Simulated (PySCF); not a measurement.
Si(Cl)3(NH2) (Cl₃H₂NSi), SMILES N[Si](Cl)(Cl)Cl.

Coordinates come from a PBE-D3(BJ)/def2-SVP optimisation. The values are those of a single conformer.

All values below come from PBE-D3(BJ)/def2-SVP in PySCF.

Frequencies are harmonic and unscaled.

```
mode  ν (cm⁻¹)  IR (km/mol)  moving atoms (share of kinetic energy)
----  --------  -----------  --------------------------------------
1          105          7.9                 H 50 %, Cl 38 %, N 12 %
2          142          4.5                         Cl 77 %, N 14 %
3          197          0.0                 Cl 64 %, H 27 %, Si 9 %
4          223         14.0                Cl 58 %, Si 25 %, N 13 %
5          246          2.2        Cl 45 %, N 28 %, H 17 %, Si 10 %
6          279         12.7                 H 44 %, N 34 %, Cl 19 %
7          355        157.5                          H 68 %, N 29 %
8          444         16.9                Cl 69 %, Si 15 %, N 14 %
9          587        123.2                Si 55 %, Cl 34 %, H 10 %
10         588        221.4                        Si 67 %, Cl 31 %
11         819         96.8                 H 71 %, N 15 %, Si 13 %
12         892        115.7                 N 47 %, Si 41 %, H 12 %
13        1474         56.0                          H 89 %, N 11 %
14        3493         50.2                                  H 96 %
15        3596         45.8                           H 91 %, N 9 %
```
